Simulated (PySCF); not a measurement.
Bonds (- single, = double, # triple, : aromatic): O1=C2, C2-C3, C3=C4, C4-C5, C5-F6, C5-F7, C5-F8, C3-Si9, Si9-Si10. C2 carries H11; C4 carries H12; Si9 carries H13, H14; Si10 carries H15, H16, H17. Stereochemistry as in O=C/C(=C\C(F)(F)F)[SiH2][SiH3].

- GIAO PBE0/pcSseg-1 shieldings
- coordinates at the GFN2-xTB level
- program: PySCF 2.14.0 with density-fitted response routines
- non-relativistic Hamiltonian, equivalent nuclei averaged, one conformer, in vacuum

Chemical shifts δ = σref − σ; TMS for 13C (σref 186.93) and 1H (σref 31.72) and 29Si (σref 349.16); 17O (σref 336.08) vs H2O; 19F (σref 170.95) vs CFCl3, all at this level.

```
      atoms  nucleus  count  Hirshfeld charge  δ (ppm)
       Si10     29Si      1              0.21   -112.8
   F6/F7/F8      19F      3             -0.09    -70.1
         C3      13C      1             -0.08    163.5
    H13/H14       1H      2             -0.07        ?
H15/H16/H17       1H      3             -0.08     3.84
         C2      13C      1              0.13        ?
         C5      13C      1              0.26    130.5
        Si9     29Si      1              0.25        ?
        H11       1H      1              0.05    10.70
         O1      17O      1             -0.17        ?
        H12       1H      1              0.06     7.04
         C4      13C      1             -0.06    144.2
```

Complete the table.

## Answers


- C2: 206.1 ppm, aldehyde carbonyl carbon; the double bond to the heteroatom, with no lone-pair donor beside it, deshields it most
- H13/H14: 4.14 ppm, hydrogen on a silicon bonded to C, Si
- O1: 700.8 ppm, aldehyde oxygen
- Si9: -63.5 ppm, silicon bonded to C, Si, 2 H

Shifts are as computed. Against solution values, carbons near 30 ppm lie about +3 ppm off and those near 130 ppm about +5 ppm. Of 1211 compounds with measured shifts, 218 miss one by over three times the rms of a fit or turn the order of signals round; such compounds aren't used in these exercises. Unscaled 19F shifts against computed CFCl3 carry errors that often reach 10 to 50 ppm. Unscaled 17O shifts of doubly bonded oxygen tend to come out too high, by tens of ppm or more. Experimental scales use liquid or dissolved standards, which lie at an offset from isolated H2O (liquid H2O: subtract about 36 ppm).
